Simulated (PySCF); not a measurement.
[Ir4]− at several levels of theory

Computed with PySCF 2.14.0 (density fitting, no spin-orbit coupling) at the geometry relaxed with TPSS:

```xyz
4
[Ir4]− (doublet)
Ir    0.7178    0.9515    0.9525
Ir    0.7041   -0.9552   -0.9591
Ir   -0.7133    1.0097   -1.0019
Ir   -0.7086   -1.0060    1.0084
```

| level | basis | state | HOMO (eV) | gap (eV) | charge on Ir1 (e) | dipole about the centre of mass (D) | largest force component (eV/Å) |
| --- | --- | --- | --- | --- | --- | --- | --- |
| TPSS | Ir def2-SVP with ECP60 | doublet | 0.32 | 0.31 | -0.26 | 0.11 | 0.02 |
| wB97X | the same | doublet | -2.01 | 5.08 | -0.25 | 0.18 | 0.25 |
| revPBE | the same | doublet | 0.36 | 0.26 | -0.26 | 0.12 | 0.26 |
| HF | the same | doublet | -1.30 | 5.55 | -0.26 | 1.35 | 3.74 |
| TPSS | Ir def2-TZVP with ECP60 | doublet | 0.30 | 0.30 | -0.25 | 0.14 | 0.35 |

HOMO and gap are taken over both spins. Charges are Mulliken's, which hang on the basis. The relaxation used the grid (50, 194), these runs (75, 302) or, all-electron (x2c bases, spin-free X2C Hamiltonian), (99, 590).

Question: What does BP86 with Ir def2-SVP with ECP60 give here?

Answer: state doublet, HOMO (eV) 0.10, gap (eV) 0.26, charge on Ir1 (e) -0.25, dipole about the centre of mass (D) 0.12, largest force component (eV/Å) 0.18. Time: 8.1 s on 4 threads of Arm Neoverse V2 (shared host), from an already converged density.

No frequency check is given that shows the relaxed geometry to be a minimum. The relaxed state is spin-contaminated (spin squared 2.44 against 0.75). Open shells may have lower solutions than the one found.

The highest filled level of some runs lies above zero, as often for anions with such functionals and bases.

A gap near or under zero over both spins lies within a partly filled shell and is no excitation energy.

Some runs are spin-contaminated.
